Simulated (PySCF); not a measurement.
Constitutional and geometric isomers with formula C3H4O. All species are isolated molecules in the gas phase. One relaxed conformer stands for each flexible species; it need not be the lowest. Strings in code marks are SMILES.

Quantity: electronic energy of isomers of C3H4O relative to `CC=C=O`, in kJ/mol.

Level 1: B3LYP-D3(BJ)/def2-TZVP // M06-2X/def2-TZVP (PySCF)
Level 2: PBE-D3(BJ)/def2-TZVP // M06-2X/def2-TZVP (PySCF)
Level 3: B3LYP/6-31G* // M06-2X/def2-TZVP (PySCF)
Level 4: M06-2X/6-31G* // M06-2X/def2-TZVP (PySCF)

```tsv
species	level 1	level 2	level 3	level 4
`OC1=CC1` (H–O–C–C torsion 180°)	(withheld)	180.2	(withheld)	176.4
`CC1=CO1`	299.2	286.8	303.0	288.6
`C=C=CO`	106.8	108.2	121.4	(withheld)
```

Question: Fill in the missing entries.

Answer: 
- `OC1=CC1` (H–O–C–C torsion 180°), level 1: 195.1
- `OC1=CC1` (H–O–C–C torsion 180°), level 3: 202.6
- `C=C=CO`, level 4: 119.0
